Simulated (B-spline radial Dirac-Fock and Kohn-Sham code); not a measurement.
**Ionisation cross sections of Ru⁺ by electron impact**

System: Ru⁺, configuration 1s2 2s2 2p6 3s2 3p6 3d10 4s2 4p6 4d7.

The computed values come from a B-spline atomic structure program: the relativistic binary-encounter-Bethe (RBEB) model with Dirac-Fock orbital kinetic energies; direct ionisation only. For shells bound by less than 100 eV the term U + B of the denominator is divided by n when n is 3 or more, and by 2 for n = 1, 2 in singly charged ions. Excitation-autoionisation and multiple ionisation are left out; it is a semi-empirical estimate, least reliable for totals near the maximum.

Orbital inputs (open shells are filled statistically over j, and the NIST value is set on the highest orbital of the configuration average):

| subshell | N | B (eV) | source of B | U (eV) |
| --- | --- | --- | --- | --- |
| 1s | 2 | 22258.1 | Dirac-Fock −ε | 27878.2 |
| 2s | 2 | 3285.6 | Dirac-Fock −ε | 5851.6 |
| 2p1/2 | 2 | 3026.3 | Dirac-Fock −ε | 5800.5 |
| 2p3/2 | 4 | 2894.6 | Dirac-Fock −ε | 5330.0 |
| 3s | 2 | 619.0 | Dirac-Fock −ε | 1581.3 |
| 3p1/2 | 2 | 517.0 | Dirac-Fock −ε | 1509.5 |
| 3p3/2 | 4 | 493.8 | Dirac-Fock −ε | 1412.5 |
| 3d3/2 | 4 | 314.6 | Dirac-Fock −ε | 1278.1 |
| 3d5/2 | 6 | 310.2 | Dirac-Fock −ε | 1254.5 |
| 4s | 2 | 101.2 | Dirac-Fock −ε | 345.2 |
| 4p1/2 | 2 | 68.44 | Dirac-Fock −ε | 293.7 |
| 4p3/2 | 4 | 64.87 | Dirac-Fock −ε | 275.1 |
| 4d3/2 | 2.8 | 18.02 | Dirac-Fock −ε | 151.2 |
| 4d5/2 | 4.2 | 17.66 | Dirac-Fock −ε | 146.9 |

Inner-shell cross sections in barn (the model is not trusted for the total of d- and f-block atoms):

| T (eV) | K | L1 | L2 | L3 | M4 | M5 |
| --- | --- | --- | --- | --- | --- | --- |
| 500 | – | – | – | – | 131000 | 210000 |
| 1000 | – | – | – | – | 297000 | 463000 |
| 2000 | – | – | – | – | 345000 | 533000 |
| 3000 | – | – | – | 149 | 325000 | 501000 |
| 5000 | – | 825 | 1130 | 2730 | 272000 | 418000 |
| 10000 | – | 1850 | 2210 | 4960 | 189000 | 289000 |
| 15000 | – | 2040 | 2370 | 5230 | 146000 | 223000 |
| 20000 | – | 2020 | 2320 | 5070 | 120000 | 183000 |
| 30000 | 13.7 | 1860 | 2110 | 4560 | 90300 | 138000 |
| 50000 | 36.4 | 1550 | 1730 | 3720 | 63000 | 96200 |
| 100000 | 51.2 | 1130 | 1260 | 2670 | 39700 | 60500 |
| 200000 | 53.4 | 839 | 928 | 1970 | 26900 | 41000 |
| 300000 | 53.1 | 732 | 808 | 1710 | 22600 | 34400 |
| 1e+06 | 57.6 | 629 | 692 | 1460 | 17900 | 27300 |
